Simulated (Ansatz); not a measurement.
```xyz
14

C     0.9139    0.0000    0.0000
C     0.2320    1.1185    0.0000
C    -1.0425    1.1133    0.0000
C    -1.6911    0.0000    0.0000
C    -1.0425   -1.1133    0.0000
C     0.2320   -1.1185    0.0000
C     2.2094    0.0000    0.0000
H     0.7324    1.9911    0.0000
H    -1.5444    1.9846    0.0000
H    -2.6961    0.0000    0.0000
H    -1.5444   -1.9846    0.0000
H     0.7324   -1.9911    0.0000
H     2.7261   -0.8615    0.0000
H     2.7261    0.8615    0.0000
```

Basis set: cc-pVDZ (spherical functions). Frozen core: 7 orbitals. Charge 0, multiplicity 2.

Computed with Ansatz (development build ahead of 0.2.0); each method stands on the lowest determinant of its kind that the runs found.

(1) Give the atomization energy at this shape (free ground-state atoms in the same class of orbitals less the molecule, no zero-point energy) of doublet C₇H₇ by UHF-MP2, UHF.

## Answers

(1)

```tsv
method	atomization energy
UHF-MP2	5781.6 kJ/mol
UHF	4511.8 kJ/mol
```

Caution: the shape is not the minimum; the unrestricted determinant is spin contaminated.
